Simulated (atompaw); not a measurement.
## Ag: PAW (atompaw) pseudisation with LDA (PW92), scalar-relativistic reference atom.

silver (Ag), PAW, made with atompaw 4.2.0.5 (LDA (PW92), scalar-relativistic). Core [Ar] 3d10, reference 4s2 4p6 4d10 5s0.5 5p0 (charge +0.5). Waves: 4s (bound): rc 1.55 bohr; 5s (bound): rc 1.70 bohr; 4p (bound): rc 1.80 bohr; 5p (bound, empty): rc 1.95 bohr; 4d (bound): rc 1.95 bohr; 4d channel at -0.3 Ry: rc 1.80 bohr. Local part: troulliermartins scheme with l = 3 at 0 Ry, radius 1.75 bohr. Core correction: smooth core density matched at 1.00 bohr. Augmentation charge: besselshape compensation charge, radius 1.75 bohr; PAW radius 1.95 bohr; waves and projectors: custom polynom vanderbiltortho.

All-electron outer shells of the reference configuration (LDA (PW92), scalar-relativistic, ld1.x):

```
shell  level (eV)  outermost node (bohr)  outermost maximum (bohr)
   3d     -362.81                      –                      0.27
   4s      -99.05                   0.44                      0.82
   4p      -62.65                   0.44                      0.87
   4d      -11.63                   0.43                      1.04
   5s       -8.06                   1.11                      2.43
   5p       -3.49                   1.25                      3.24
```

(1) Estimate the cutoffs (Ry, on a coarse ladder) from which the occupation-weighted sum of valence levels, in a spherical-Bessel basis at the reference potential, stays within 10 and 1 mRy of its value at 400 Ry.

(2) Does the potential have ghost states?

(3) Is the overlap operator S = 1 + Σ q|β⟩⟨β| positive definite (Bessel basis up to 400 Ry)?

Results:

(1) 40 Ry and 70 Ry.

(2) Ghost state, extra bound levels that the all-electron valence spectrum of the same l lacks: d at -28.3 eV. A true bound ghost makes a file unfit for plane-wave use.

(3) Yes: its lowest eigenvalue is 0.68 (s channel).
